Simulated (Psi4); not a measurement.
Noncovalent pair: C2H4 (SMILES C=C) (first 6 atoms) with N2 (SMILES N#N); geometry from B3LYP-D3(BJ)/def2-TZVP, rigid monomers moved along the line of their centres of mass till C2···N8 is 6.39 Å.
(charge 0, multiplicity 1):
```xyz
8

C     -0.1422     0.7337    -0.1053
C      0.3083    -0.5110    -0.1497
H      0.3621     1.5414    -0.6220
H     -1.0348     0.9960     0.4496
H     -0.1974    -1.3171     0.3677
H      1.2005    -0.7748    -0.7046
N     -0.0939    -0.4604     6.7023
N     -0.9056    -0.8881     6.1124
```

These are SAPT0/jun-cc-pV(D+d)Z (Psi4) values and carry that method's errors.

Task: Which attractive term is largest, and how does the interaction split up?

Result: electrostatics -0.1, exchange 0.0, induction 0.0, dispersion -0.1, total -0.1 kJ/mol; the largest attraction is dispersion.
